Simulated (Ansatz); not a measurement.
`N[Si@H](O)[Si@H](N)O` → `N[SiH](O)O` + `N[SiH]`  (silylene formation by 1,1-elimination)

Calculated with Ansatz (gas phase, PBE0-D4/def2-TZVP geometries, no zero-point term in ΔE). CCSD(T)/CBS is the MP2 limit (def2-TZVPP, def2-QZVPP) plus CCSD(T) − MP2 in def2-TZVPP, frozen cores. This one scheme is used for every species. Functionals use def2-TZVPP. One conformer a species, not always the lowest.

`N[Si@H](O)[Si@H](N)O`:

Cartesian coordinates in Å:
```
N 0.172 0.725 -1.911
Si -1.027 0.602 -0.691
O -1.687 2.020 -0.139
Si 0.079 -0.547 1.033
N 1.673 -0.879 0.475
O -0.875 -1.845 1.416
H -0.029 1.079 -2.833
H 1.136 0.870 -1.654
H -2.200 -0.086 -1.279
H -1.128 2.581 0.400
H 0.305 0.259 2.271
H 2.423 -1.079 1.117
H 1.807 -1.352 -0.405
H -0.651 -2.348 2.201
```

`N[SiH](O)O`:

```xyz
9

N     0.928    0.309    0.790
Si   -0.095   -0.420   -0.375
O    -0.271    0.652   -1.602
O    -1.472   -0.860    0.400
H     1.061   -0.135    1.685
H     1.775    0.768    0.492
H     0.365   -1.657   -1.033
H    -0.438    1.565   -1.363
H    -1.853   -0.222    1.005
```

`N[SiH]`:

```xyz
5

N     0.138    0.090    0.539
Si   -1.022   -0.445   -0.593
H     1.059    0.442    0.329
H    -0.047    0.081    1.530
H    -0.127   -0.168   -1.805
```

```json
{"level": "PBE-D4", "ΔE (kJ/mol)": "137.1", "difference from CCSD(T)/CBS": "11.1"}
{"level": "r2SCAN-D4", "ΔE (kJ/mol)": "140.5", "difference from CCSD(T)/CBS": "14.5"}
{"level": "ωB97X-V", "ΔE (kJ/mol)": "138.4", "difference from CCSD(T)/CBS": "12.4"}
{"level": "B2PLYP", "ΔE (kJ/mol)": "115.6", "difference from CCSD(T)/CBS": "-10.4"}
{"level": "PBE", "ΔE (kJ/mol)": "125.5", "difference from CCSD(T)/CBS": "-0.5"}
{"level": "r2SCAN", "ΔE (kJ/mol)": "137.0", "difference from CCSD(T)/CBS": "11.0"}
{"level": "HF/def2-TZVPP", "ΔE (kJ/mol)": "101.6", "difference from CCSD(T)/CBS": "-24.4"}
{"level": "MP2/def2-TZVPP", "ΔE (kJ/mol)": "130.3", "difference from CCSD(T)/CBS": "4.3"}
{"level": "SCS-MP2/def2-TZVPP", "ΔE (kJ/mol)": "120.1", "difference from CCSD(T)/CBS": "-5.9"}
{"level": "CCSD(T)/def2-TZVPP", "ΔE (kJ/mol)": "118.5", "difference from CCSD(T)/CBS": "-7.5"}
{"level": "HF/def2-QZVPP", "ΔE (kJ/mol)": "101.3", "difference from CCSD(T)/CBS": "-24.7"}
{"level": "MP2/def2-QZVPP", "ΔE (kJ/mol)": "134.5", "difference from CCSD(T)/CBS": "8.5"}
{"level": "SCS-MP2/def2-QZVPP", "ΔE (kJ/mol)": "124.5", "difference from CCSD(T)/CBS": "-1.5"}
{"level": "HF/CBS(def2)", "ΔE (kJ/mol)": "101.2", "difference from CCSD(T)/CBS": "-24.8"}
{"level": "MP2/CBS(def2)", "ΔE (kJ/mol)": "137.8", "difference from CCSD(T)/CBS": "11.8"}
{"level": "CCSD/CBS(def2)", "ΔE (kJ/mol)": "122.4", "difference from CCSD(T)/CBS": "-3.6"}
{"level": "CCSD(T)/CBS", "ΔE (kJ/mol)": "126.0", "difference from CCSD(T)/CBS": "0"}
```

Largest T1 diagnostic among the species: 0.015.

From PBE to PBE0 (25 % exact exchange), in def2-TZVPP and without D4, ΔE moves by +7.1 kJ/mol. The D4 term adds +18.3 kJ/mol with B3LYP and +10.5 kJ/mol with PBE0; it sums over pairs of atoms, weighted by their polarisabilities, and B3LYP, whose exchange is more repulsive, gets the larger term. In def2-TZVPP, CCSD(T) changes the Hartree–Fock value by +17.0 kJ/mol (the triples alone add +3.5 kJ/mol) and MP2 by +28.8 kJ/mol.

B3LYP here is the variant with VWN-RPA as its local correlation; programs differ in this.
